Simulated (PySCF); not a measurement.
AlClH2O2, SMILES [OH][Al]([OH])[Cl]. Atoms are numbered in the order given.

```xyz
6

Al     0.0011     0.4154     0.0000
Cl    -0.0328    -1.6739     0.0000
O     -1.4818     1.2206     0.0000
H     -1.5792     2.1739     0.0000
O      1.4556     1.2783     0.0000
H      2.3321     0.8913     0.0000
```
Charge 0, spin multiplicity 1.

The structure is a stationary point at PBE0-D3(BJ)/def2-SVP. Other conformers were not sampled.

Calculation: PBE0/pcSseg-2 (PySCF).

GIAO shieldings, no solvent; atoms listed in one row are averaged. δ = σ(ref) − σ: ³⁵Cl against HCl (σ = 943.3 ppm); ¹⁷O against H2O (σ = 327.8 ppm); ¹H against TMS (σ = 31.54 ppm), references at their B3LYP-D3(BJ)/def2-TZVP geometries, non-relativistic (without spin–orbit terms, shifts of atoms bonded to Cl or Br come out too high).

Computed chemical shifts:
| nucleus | atoms | count | δ (ppm) |
|---|---|---|---|
| ³⁵Cl | Cl2 | 1 | -73.9 |
| ¹⁷O | O5 | 1 | 33.3 |
| ¹⁷O | O3 | 1 | 16.3 |
| ¹H | H6 | 1 | 1.93 |
| ¹H | H4 | 1 | 1.61 |
